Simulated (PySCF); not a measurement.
Species: 3,3,3-trifluoroprop-1-yne, C₃HF₃, net charge 0, singlet state. 
Geometry from a B3LYP-D3(BJ)/def2-TZVP (Ansatz) optimisation:
```xyz
7

C      2.3167    -0.1977     0.0087
C      1.1258    -0.0961     0.0042
C     -0.3291     0.0281    -0.0012
F     -0.8021     0.2974     1.2287
F     -0.9158    -1.1070    -0.4214
F     -0.7329     1.0187    -0.8165
H      3.3763    -0.2881     0.0127
```

Dispersion corrections to the total energy (kcal/mol) from the dftd3 and dftd4 libraries through PySCF: D3(BJ) without and D4 with the three-body term, each with the damping fitted for the functional named.

| functional | D3(BJ) | D4 |
|---|---|---|
| r2SCAN | … | -0.66 |
| PBE | -2.44 | -2.70 |
| TPSS | -3.04 | -3.66 |
| PW6B95 | … | -2.37 |
| B2PLYP | -1.90 | -1.88 |
| TPSSh | -2.76 | … |
| HF | -21.63 | -10.69 |

Problem. What belongs in the gaps?

Solution. 
- r2SCAN, D3(BJ): -0.65
- PW6B95, D3(BJ): -1.13
- TPSSh, D4: -3.32
